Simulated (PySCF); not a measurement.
C₃H₁₀ClNSi, SMILES Cl[Si@@H](C)[C@@H](C)N. Geometry optimised at PBE0-D3(BJ)/def2-SVP. The structure was generated by enumeration; whether it is a known compound was not checked. The values are those of a single conformer.

Computed equilibrium geometry at PBE0-D3(BJ)/def2-SVP (PySCF confirms it by a frequency run) as bond lengths and angles (one conformer of several):
Atoms: C1 C2 N3 Si4 C5 Cl6 H7 H8 H9 H10 H11 H12 H13 H14 H15 H16. Bond lengths (Å): C1–C2 1.529, C1–H7 1.102, C1–H8 1.103, C1–H9 1.104, C2–N3 1.456, C2–Si4 1.896, C2–H10 1.105, N3–H11 1.019, N3–H12 1.019, Si4–C5 1.868, Si4–Cl6 2.079, Si4–H13 1.495, C5–H14 1.100, C5–H15 1.102, C5–H16 1.101. Angles (°): C2–C1–H7 112.1, C2–C1–H8 110.7, C2–C1–H9 111.4, H7–C1–H8 107.7, H7–C1–H9 107.5, H8–C1–H9 107.2, C1–C2–N3 115.4, C1–C2–Si4 113.0, C1–C2–H10 108.7, N3–C2–Si4 107.5, N3–C2–H10 107.3, Si4–C2–H10 104.3, C2–N3–H11 110.4, C2–N3–H12 110.9, H11–N3–H12 106.2, C2–Si4–C5 111.4, C2–Si4–Cl6 109.0, C2–Si4–H13 110.1, C5–Si4–Cl6 108.6, C5–Si4–H13 110.9, Cl6–Si4–H13 106.7, Si4–C5–H14 110.9, Si4–C5–H15 110.8, Si4–C5–H16 109.9, H14–C5–H15 108.2, H14–C5–H16 108.1, H15–C5–H16 108.8.
Charge 0, spin multiplicity 1.
